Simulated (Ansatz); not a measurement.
Zn₆Se₄Cl₄⁻. The state is a doublet with charge -1. Geometry PBE-D4/def2-SVP, that of the neutral singlet.

```xyz
14

Se   -2.478    0.441    0.180
Se    0.465   -1.381    2.804
Se    1.774    0.909    0.085
Se    0.315   -2.519   -1.570
Zn   -1.267    2.141   -1.033
Zn    2.381    0.038    2.509
Zn   -0.384    0.402    1.297
Zn   -1.973   -1.644   -1.048
Zn    1.141   -1.632    0.488
Zn    0.615   -0.157   -1.800
Cl   -0.613    4.064   -0.339
Cl    4.161    0.862    3.331
Cl   -3.624   -2.817   -1.764
Cl   -0.512    1.292   -3.139
```

Single mean-field runs in def2-TZVP are fitted with def2-universal-jkfit.

Estimate the α-spin orbital energies around the gap (eV) in Ansatz with PBE-D4/def2-TZVP, r2SCANh-D4/def2-TZVP, PBE0-D4/def2-TZVP.


```tsv
orbital	PBE-D4/def2-TZVP	r2SCANh-D4/def2-TZVP	PBE0-D4/def2-TZVP
HOMO−5	-4.03	-4.73	-5.14
HOMO−4	-3.94	-4.69	-5.09
HOMO−3	-3.75	-4.49	-4.92
HOMO−2	-3.68	-4.36	-4.74
HOMO−1	-3.43	-4.09	-4.48
HOMO	-0.41	-0.66	-0.81
LUMO	0.00	0.27	0.64
LUMO+1	0.33	0.65	1.01
LUMO+2	0.58	1.03	1.31
LUMO+3	0.84	1.23	1.50
LUMO+4	0.93	1.39	1.68
LUMO+5	1.10	1.58	1.84
β HOMO	-3.39	-4.04	-4.43
β LUMO	-0.10	0.37	0.62
```
